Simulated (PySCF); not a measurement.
Al(OH2)6 (AlH12O6), SMILES [OH2]->[Al+3](<-[OH2])(<-[OH2])(<-[OH2])(<-[OH2])<-[OH2] (connectivity only; charge and spin as stated), charge +3, multiplicity 1. Atoms are numbered in the order given.

```xyz
19

Al     0.0000     0.0000     0.0000
O      0.0000     0.0000    -1.9301
H      0.0000     0.7881    -2.5163
H      0.0000    -0.7881    -2.5163
O      0.0000     0.0000     1.9301
H      0.0000     0.7881     2.5163
H      0.0000    -0.7881     2.5163
O     -1.9301     0.0000     0.0000
H     -2.5163     0.0000    -0.7881
H     -2.5163     0.0000     0.7881
O      0.0000    -1.9301     0.0000
H      0.7881    -2.5163     0.0000
H     -0.7881    -2.5163     0.0000
O      0.0000     1.9301     0.0000
H     -0.7881     2.5163     0.0000
H      0.7881     2.5163     0.0000
O      1.9301     0.0000     0.0000
H      2.5163     0.0000    -0.7881
H      2.5163     0.0000     0.7881
```
Charge +3, spin multiplicity 1.

Geometry optimised at TPSSh-D3(BJ)/def2-SVP. The isomer is the one that the SMILES or the coordinates give; other isomers of the formula were not compared. The values are those of a single conformer.

Method: PySCF 2.14.0 with C-PCM-ωB97X/def2-SVP.

The values are the electrostatic part of the solvation free energy, E(continuum) − E(gas) at the gas-phase geometry, in a cavity of scaled van der Waals radii (PySCF's table); cavitation and dispersion terms are not included. A continuum can't describe solvent molecules that bind to the metal. In vacuum the orbital gap is 16.39 eV.

```json
[
 {"solvent": "water", "ε": "78.36", "ΔG(elec) (kcal/mol)": "-433.3", "gap (eV)": "16.10"},
 {"solvent": "dimethylsulfoxide", "ε": "46.83", "ΔG(elec) (kcal/mol)": "-429.5", "gap (eV)": "16.10"},
 {"solvent": "1-octanol", "ε": "9.86", "ΔG(elec) (kcal/mol)": "-394.4", "gap (eV)": "16.13"}
]
```
